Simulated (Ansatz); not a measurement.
Reaction (substitution at a C–O bond): `C[O][GaH2]` + `[OH][Al]([OH])[OH]` → `C[O][Al]([OH])[OH]` + `[OH][GaH2]`

Gas-phase electronic energies from Ansatz, PBE0-D4/def2-TZVP geometries. CCSD(T)/CBS is the MP2 limit (def2-TZVPP, def2-QZVPP) plus CCSD(T) − MP2 in def2-TZVPP, frozen cores. DFT in def2-TZVPP. HSE06 is defined as in plane-wave codes. For Ga outer-core shells are correlated without core-valence functions, which leaves a few kJ/mol of doubt a bond. Scalar relativity is left out up to krypton. One conformer a species, not always the lowest.

```csv
level,ΔE (eV)
B97M-V,0.04
HSE06-D4,0.02
PBE,0.04
revPBE,0.03
PBE0,0.02
HSE06,0.02
MP2/def2-SVP,0.01
HF/def2-TZVPP,-0.01
```

(1) What does CCSD(T)/CBS give? (Best estimate.)

(2) What do rigid-rotor, harmonic-oscillator terms from PBE0-D4/def2-TZVP frequencies (298.15 K, 1 bar) make of the CCSD(T)/CBS value? (An estimate is asked.)

Largest T1 diagnostic among the species: 0.015.

## Answers

(1) Ansatz gave: +0.03 eV. The listed levels differ from it by 0.01, -0.01, 0.01, 0.00, -0.01, -0.01, -0.02, -0.04 eV.

(2) Ansatz gave: ΔZPE = +0.01 eV, ΔH = +0.05 eV, ΔS = 15 J/(mol·K), ΔG = 0.00 eV.

Leaving LDA and LC-ωPBE aside and taking each functional with its dispersion term where it has one, the values, not all of them listed here, spread over 0.03 eV, from BHLYP-D4 to revPBE-D4. In def2-TZVPP, CCSD(T) changes the Hartree–Fock value by +0.05 eV (the triples alone add +0.01 eV) and MP2 by +0.05 eV.
